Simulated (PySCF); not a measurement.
Molecule: SMILES C[O+](C)[AlH2-][F], C₂H₈AlFO.

Geometry:
```csv
atom,x (Å),y (Å),z (Å)
C1,-0.009,1.462,-0.259
O2,-0.102,0.068,-0.001
C3,-1.395,-0.417,0.307
Al4,1.461,-1.146,-0.046
F5,2.567,0.082,-0.428
H6,-0.638,1.724,-1.125
H7,1.047,1.662,-0.476
H8,-0.334,2.029,0.628
H9,-2.080,-0.235,-0.536
H10,-1.779,0.073,1.216
H11,-1.312,-1.497,0.483
H12,1.070,-2.129,-1.239
H13,1.497,-1.672,1.460
```

Geometry PBE0-D3(BJ)/def2-SVP throughout; GIAO in PySCF, gas phase, one conformer, non-relativistic; equivalent atoms averaged; functional PBE0.

For orientation, IGLO-III gives these shifts δ (against TMS, H2O, AlH4-, CFCl3 at the same level): C1/C3 60.1, O2 -0.9, Al4 38.7, F5 -185.5, H12/H13 4.13, H6/H7/H8/H9/H10/H11 3.66 ppm.

A run gave: C1/C3 55.7, O2 -1.8, Al4 46.7, F5 -178.7, H12/H13 4.29, H6/H7/H8/H9/H10/H11 3.70 ppm (shifts δ (against TMS, H2O, AlH4-, CFCl3 at the same level)).

Q: Which basis set was used in that run?
A. pcSseg-0
B. cc-pVTZ
C. cc-pVDZ
D. aug-cc-pVDZ

A: D. H12/H13 tells them apart best: aug-cc-pVDZ gives 4.29, pcSseg-0 gives 4.98, cc-pVDZ gives 4.06, cc-pVTZ gives 4.02 ppm.
